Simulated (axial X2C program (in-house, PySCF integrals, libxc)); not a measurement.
# Which molecule has these constants?

Calculated with an in-house relativistic program for diatomic molecules, spin-free (one-electron X2C) or two-component (2c: spin–orbit coupling with atomic mean-field Coulomb and Gaunt terms, which also bring small scalar terms), in Dyall basis sets with cores contracted in-house; open shells are unrestricted.

A two-component PBE0 calculation in a Dyall 3-zeta basis gave Re = 2.789 Å, ωe = 259.1 cm⁻¹, Ω = 4.

**Question.** Which molecule is it?
A. BeRu⁺
B. RuN⁺
C. RuF⁺
D. RuC⁺
E. LiRu⁺

**Answer.** E. The others have BeRu⁺ 2.059 Å and 539.5 cm⁻¹ (Ω = 3/2); RuF⁺ 1.815 Å and 712.5 cm⁻¹ (Ω = 4); RuN⁺ 1.515 Å and 1326.1 cm⁻¹ (Ω = 0); RuC⁺ 1.580 Å and 1180.1 cm⁻¹ (Ω = 5/2).

Each entry is the lowest single determinant of a limited PBE0 search at one distance. De goes to single-determinant-based atoms at the same level (for ions the charge split of lowest energy) and is withheld (n/a) where an atom does not fit its ground term or J level. Main or longest-lived isotopes. One determinant is a doubtful description, or other states lie close, for LiRu⁺, BeRu⁺, RuF⁺, RuC⁺; these need not be ground states, and all values refer to the states named. Some open-shell Ω = 0 determinants are out of reach, so the Ω given for LiRu⁺, RuF⁺ need not be the lowest component. With several unpaired electrons the Ω given is that of one determinant, not necessarily of the lowest component. The functionals have no current term, which raises determinants with orbital currents.
